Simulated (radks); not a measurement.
The numbers below are computed, except where a source is named.
Dynamic dipole polarisability and lines of the copper ion Cu+, [Ar] 3d10. Level of theory: non-relativistic Kohn-Sham, exchange-only LDA, spin-polarised, spherical densities, point nucleus (a radial shooting solver on a logarithmic mesh with Libxc functionals). Time-dependent linear response with the Hartree and adiabatic exchange-only LDA kernel, continuum included through the Sternheimer equations. Lines are the poles of the dipole polarisability below minus the highest occupied eigenvalue, found on a grid refined at the orbital gaps; the lowest seven at most are given, and weak or close lines can be missed. The first line takes the name of the lowest orbital gap if no other gap lies below it; otherwise a line is named after a gap within 0.6 % of it, if that gap stands alone.

photon energy (eV),alpha (bohr^3)
0,8.607
0.209,8.611
1.461,8.811
2.713,9.383
3.965,10.60
5.217,13.42
6.469,24.31
7.721,-39.85
8.973,-3.827
10.225,1.957
11.477,2.965

Lines (eV, oscillator strength): 7.361 (168.4 nm, 3d-4p), f = 0.328; 10.898 (113.8 nm, 3d-5p), f = 0.0243. Higher lines, where found, are left out when the end of the mesh affects them. Those listed give 54 % of the static polarisability (sum of f/w^2). Orbital energy gaps for comparison: 3d-4p 6.907 eV; 3d-5p 10.838 eV. At laser wavelengths: 1550 nm 8.667, 1064 nm 8.735, 780 nm 8.850, 532 nm 9.158, 355 nm 10.03, 266 nm 11.83, 193 nm 23.42 bohr^3.
